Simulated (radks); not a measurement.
The numbers below are computed, except where a source is named.
Spherical jellium clusters: N electrons in a uniform positive sphere of charge N and radius rs N^(1/3), rs = 5.39 bohr. Level of theory: non-relativistic Kohn-Sham, LDA (Slater exchange, Perdew-Wang correlation), spin-polarised, spherical densities (a radial shooting solver with Libxc functionals). Levels are named by radial order and angular momentum (1s, 1p, 1d, 2s, ...), and open shells are averaged over m.

N = 5, configuration 1s2 1p(up 3, down 0). This is the lowest configuration that the search found. Occupied and some empty levels:

level,occupation,eigenvalue (eV),<r> (bohr)
1s up,1,-3.3329,6.284
1s down,1,-2.8211,6.313
1p up,3,-2.4401,7.555
1p down,0,-1.9384,7.836
1d up,0,-1.3539,8.848
2s up,0,-0.98195,9.165
1d down,0,-0.93361,9.415
2s down,0,-0.73466,9.893
1f up,0,-0.23884,10.86

Energy (eV): total -8.23305, kinetic 5.5542, external -87.361, Hartree 43.307, exchange-correlation -14.019, background 44.286.
